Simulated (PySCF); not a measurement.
PySCF job for GeF3I, SMILES [F][Ge]([F])([I])[F], IEF-PCM-PBE0/def2-SVP. Coordinates come from a B3LYP-D3(BJ)/def2-SVP optimisation. The def2 effective core potentials stand for the cores of I; spin–orbit coupling is left out.

```python
import numpy as np
from pyscf import gto, scf, dft
from pyscf.solvent import pcm

mol = gto.M(
    atom='''
    F     1.37651243   -0.79472982    1.66572481
    Ge    0.00000000    0.00000000    1.01166759
    F    -1.37651244   -0.79472982    1.66572481
    F     0.00000000    1.58945965    1.66572480
    I    -0.00000000   -0.00000000   -1.45939496
    ''',
    basis='def2-SVP',
    ecp={'I': 'def2-svp'},
    charge=0,
    spin=0,
    max_memory=1600,
    verbose=3,
)
mf = dft.RKS(mol, xc='pbe0').density_fit(auxbasis='def2-universal-jkfit')
mf.grids.level = 3
mf.conv_tol = 1e-9
mf.max_cycle = 100
mf.kernel()
res = {}
for name, eps in {'water': 78.355, '1-octanol': 9.8629, 'toluene': 2.3741}.items():
    s = mf.PCM()
    s.with_solvent.method, s.with_solvent.eps, s.with_solvent.lebedev_order = 'IEF-PCM', eps, 29
    s.kernel(mf.make_rdm1())
    res[name] = (s.e_tot, eps, s.dip_moment(), s.mo_energy, s.converged)
    print(f'{name}: electrostatic solvation free energy {(s.e_tot - mf.e_tot) * 627.509474:.3f} kcal/mol')
```

Output:

```
converged SCF energy = -2673.34862124168

WARN: PCM is an experimental feature. It is still in testing.
Features and APIs may be changed in the future.

converged SCF energy = -2673.35363579547
Dipole moment(X, Y, Z, Debye):  0.00000,  0.00010, -3.02196
water: electrostatic solvation free energy -3.147 kcal/mol

WARN: PCM is an experimental feature. It is still in testing.
Features and APIs may be changed in the future.

converged SCF energy = -2673.35295872987
Dipole moment(X, Y, Z, Debye):  0.00000, -0.00010, -2.93981
1-octanol: electrostatic solvation free energy -2.722 kcal/mol

WARN: PCM is an experimental feature. It is still in testing.
Features and APIs may be changed in the future.

converged SCF energy = -2673.35099062296
Dipole moment(X, Y, Z, Debye):  0.00000, -0.00029, -2.69645
toluene: electrostatic solvation free energy -1.487 kcal/mol
```

The run converged.

Cost: around 70 core-seconds (rough).
